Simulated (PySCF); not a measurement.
C4H7NO, SMILES COCCC#N.

The structure is a stationary point at ωB97X-D3(BJ)/def2-SVP. The values are those of a single conformer.

Computed with ωB97X/def2-TZVP (PySCF).

Symmetry labels are those of the subgroup Cs that the program uses (full group Cs).

List the valence orbital energies around the gap with their symmetry. (An estimate is asked for; the answer gives what the named calculation found.)


```csv
orbital,symmetry,energy (eV)
HOMO−7,A",-15.52
HOMO−6,A',-14.03
HOMO−5,A",-13.71
HOMO−4,A',-13.00
HOMO−3,A',-12.34
HOMO−2,A',-11.91
HOMO−1,A",-11.90
HOMO,A",-10.52
LUMO,A',2.71
LUMO+1,A",3.20
LUMO+2,A',3.20
LUMO+3,A',3.41
```
